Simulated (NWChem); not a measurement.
System: BH3; SMILES B

Program: NWChem. Each level has its own optimisation. Entropies are gas-phase, rigid-rotor, harmonic values for NWChem's default masses at 298.15 K and 1 bar, so the errors hold that model's part too (torsions, anharmonicity).

Measured entropy at 1 bar: 45.0 cal/(mol K) (CRC Handbook, as tabulated in the package chemicals).

| level | entropy at 1 bar (cal/(mol K)) | computed − measured |
|---|---|---|
| B3LYP/3-21G | 45.0 | 0.0 |
| LDA (Slater exchange, VWN5)/def2-SVP | 45.2 | +0.2 |
| PBE0/def2-TZVP | 45.0 | 0.0 |
| CAM-B3LYP/def2-SVP | 45.1 | +0.1 |
| PBE-D3(BJ)/def2-SVP | 45.2 | +0.2 |
